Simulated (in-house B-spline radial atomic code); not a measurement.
A calculation on Ir5+: its settings, and results tabulated from the run. All numbers are computed (scalar-relativistic (X2C) Hartree-Fock, spin-polarised, averaged over the determinants with the given up and down occupations; Fermi nucleus of rms radius 5.4032 fm) with an all-electron radial atomic-structure program (B-spline basis), not measured.

Command:
```bash
python run_scf.py task.json out
```
Settings (nuclear radius in fm, mass in u):
```
Z                77
configuration    [Xe] 4f14 5d4
hamiltonian      x2c
method           hf
spin_polarised   True
nucleus          fermi
rms_radius       5.4032
atomic_mass      192.96292
speed_of_light   137.035999084
```

Output (hartree, bohr):
```
 radial grid: 68 intervals, B-splines of order 8, outer radius 25.4386 bohr

 iter        energy (Eh)    residual
    1      -17815.773583    6.30e-01
    2      -17818.341567    1.31e-01
    3      -17818.662049    3.59e-02
    4      -17818.670526    1.63e-02
    5      -17818.672299    1.81e-03
    6      -17818.672344    3.60e-04
    7      -17818.672345    2.38e-04
    8      -17818.672346    2.26e-05
    9      -17818.672346    2.89e-06
   10      -17818.672346    5.07e-07

 total energy                    -17818.67235
 kinetic                           20315.4115
 electron-nucleus                 -44585.1067
 electron-electron                  6451.0229

 orbital      occ     eigenvalue          <r>       <r^2>       <1/r>       r_max
 1s up      1.000     -2814.5882    0.0166067 0.000388239     101.882    0.009853
 1s down    1.000     -2814.5895    0.0166067 0.000388238     101.882    0.009853
 2s up      1.000      -499.7231    0.0727206  0.00632344     23.8904     0.06207
 2s down    1.000      -499.6995    0.0727195  0.00632326      23.891     0.06207
 2p up      3.000      -435.9800    0.0656508  0.00528605     19.6478     0.05076
 2p down    3.000      -435.9554    0.0656489  0.00528576     19.6484     0.05076
 3s up      1.000      -121.1241     0.189512    0.041224      8.5962      0.1755
 3s down    1.000      -121.1182       0.1895   0.0412175     8.59665      0.1755
 3p up      3.000      -102.0852     0.190212    0.042082     7.47462       0.174
 3p down    3.000      -102.0779     0.190195   0.0420732     7.47507       0.174
 3d up      5.000       -80.2681     0.173269   0.0351863     6.92357       0.142
 3d down    5.000       -80.2473     0.173297   0.0351972     6.92243      0.1421
 4s up      1.000       -29.0014     0.423329    0.202326     3.55193      0.3978
 4s down    1.000       -28.9736     0.423441    0.202413     3.55005      0.3978
 4p up      3.000       -22.6214     0.448822    0.229109      3.1312      0.4168
 4p down    3.000       -22.5924     0.448933    0.229165      3.1292      0.4169
 4d up      5.000       -14.4771     0.478116     0.26449     2.77149      0.4269
 4d down    5.000       -14.4324     0.478183    0.264351     2.76938      0.4273
 5s up      1.000        -6.6560     0.986764     1.08939     1.37701      0.8999
 5s down    1.000        -6.4281     0.974487     1.06245     1.40048      0.8924
 5p up      3.000        -4.8860      1.11458     1.39499     1.17814       1.002
 5p down    3.000        -4.5604      1.10251     1.36627     1.19627      0.9923
 4f up      7.000        -5.4079     0.530854    0.342891     2.32192      0.3972
 4f down    7.000        -5.3781     0.526013     0.33492      2.3344      0.3969
 5d up      4.000        -2.7111      1.41897     2.28643    0.903579       1.229
```

Cost of the run: 0.64 s on 1 thread of Arm Neoverse V1 (shared host).

One-electron X2C: radii and densities carry no picture-change correction, so inner-shell <1/r> comes out high (for 1s by about 2 % at Z = 33, 5 % at 54, 10 % at 75, 30 % at 118) and <r> low.
